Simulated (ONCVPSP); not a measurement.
Transferability test, ONCV potential for Te

Te, optimised norm-conserving Vanderbilt (ONCV), made with ONCVPSP 4.0.1 (PBE, scalar-relativistic). Core [Kr] 4d10, reference 5s2 5p3 (charge +1). Waves: 5s: rc 1.90 bohr, ncon 4, nbas 8, qcut 3.6 1/bohr, 1 projector; 5p: rc 2.10 bohr, ncon 4, nbas 8, qcut 3.3 1/bohr, 1 projector. Local part: polynomial inside 1.75 bohr (lpopt 5, dvloc0 1 Ha). Core correction: none.

Energies are relative to the spin-unpolarised reference configuration 5s2 5p3; without spin polarisation the order of configurations can differ from experiment.

| valence configuration | charge | ΔE all-electron (eV) | error AE − PS (meV) |
| --- | --- | --- | --- |
| 5s2 5p4 | 0 | -9.729 | +4.3 |
| 5s2 5p1 | +3 | 44.823 | -4.3 |

**Question.** What are ΔE and the potential's error for 5s0 5p6?

**Answer.** ΔE = 8.973 eV all-electron; the error (AE − PS) is +24 meV.

**Question.** What are ΔE and the potential's error for 5s2 5p2?

**Answer.** ΔE = 17.925 eV all-electron; the error (AE − PS) is -3.6 meV.
